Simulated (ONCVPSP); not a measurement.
# Ta: one change to an ONCV potential, before and after

Ta (Z = 73), optimised norm-conserving Vanderbilt (ONCV), made with ONCVPSP 4.0.1 (PBEsol, fully relativistic). Core [Xe] 4f14, reference 5d3 6s2. Waves: 6s: rc 2.65 bohr, ncon 3, nbas 7, qcut 2.5 1/bohr, local; p scattering state at 0.06 Ha: rc 2.65 bohr, ncon 4, nbas 7, qcut 2.6 1/bohr, 2 projectors, debl 3.4 Ha; 5d: rc 2.95 bohr, ncon 4, nbas 9, qcut 5.9 1/bohr, 1 projector. Local part: the s channel. Core correction: Teter function fitted to the true core (icmod 2), fcfact 0.45.

Open shells are filled in proportion to 2j + 1.

In the p channel the program set the typed energies aside and used 0.050, 3.450 Ha (j = l + 1/2; the other j can differ).

All-electron outer shells of the reference configuration (PBEsol, scalar-relativistic, ld1.x):

```csv
shell,level (eV),outermost node (bohr),outermost maximum (bohr)
4f,-24.73,–,0.44
6s,-5.47,1.32,2.78
5d,-3.62,0.65,1.58
```

Change: s: nproj 1; local potential polynomial inside 2.60 bohr (lpopt 5, dvloc0 0 Ha).

Cutoffs: the cutoffs (Ha) at which the residual kinetic energy of the hardest occupied pseudo-wave falls to 1 and 0.1 mHa per electron; they do not see the model core or the augmentation charge, which bear on the density cutoff. Errors are all-electron minus pseudo energies relative to the spin-unpolarised reference configuration.

Q: How do hardness, ghosts and transferability respond?

A: The potential gets neither clearly harder nor softer (11 Ha and 13 Ha → 11 Ha and 13 Ha); the lowest positive-energy flag moves from none to s at 7.0 eV; of the 4 tests that both files solve, the error grows in 1 and shrinks in 3 by more than 15 % and 0.3 meV (median size 11.3 → 6.7 meV); the range in which the s phases agree narrows (upper end 1.2 → 0.1); neither file shows a bound ghost.

```tsv
quantity	base	changed
cutoff, loose	11 Ha	11 Ha
cutoff, tight	13 Ha	13 Ha
bound ghosts	none	none
GHOST(+) flags under 300 eV	none	s at 7.0 eV, p3/2 at 99.2 eV, p1/2 at 110.4 eV
error for 5d3 6s1, meV [ΔE 8.51 eV]	-0.6	+1.9
error for 5d3 6s0, meV [ΔE 23.49 eV]	-11	-4.6
error for 5d2 6s0, meV [ΔE 47.09 eV]	-173	-128
error for 5d3 6s0 6p2, meV [ΔE 8.59 eV]	-12	-8.8
s: phases at 2.69 bohr within 0.05 rad from the reference energy up to (Ha; the scan ends near 5)	1.2	0.1
p3/2: phases at 2.69 bohr within 0.05 rad from the reference energy up to (Ha; the scan ends near 5)	3.8	3.6
p1/2: phases at 2.69 bohr within 0.05 rad from the reference energy up to (Ha; the scan ends near 5)	3.7	3.5
d5/2: phases at 2.99 bohr within 0.05 rad from the reference energy up to (Ha; the scan ends near 5)	0.4	0.6
d3/2: phases at 2.99 bohr within 0.05 rad from the reference energy up to (Ha; the scan ends near 5)	0.4	0.5
rms error of d²Exc/dni dnj with the model core, mHa	3.87	3.87
```

Base: The cutoffs count occupied waves only; projector 2 of the p channel, the hardest unoccupied one, needs 30 Ha at the loose tolerance. These tests converged, but a pseudo level misses the all-electron one widely, so the file describes the atom poorly there or has found another state: 5d3 6s0 6p2: empty 6s by 11.1 eV. Changed file: The cutoffs count occupied waves only; projector 2 of the p channel, the hardest unoccupied one, needs 30 Ha at the loose tolerance. These tests converged, but a pseudo level misses the all-electron one widely, so the file describes the atom poorly there or has found another state: 5d3 6s0 6p2: empty 6s by 11.1 eV.
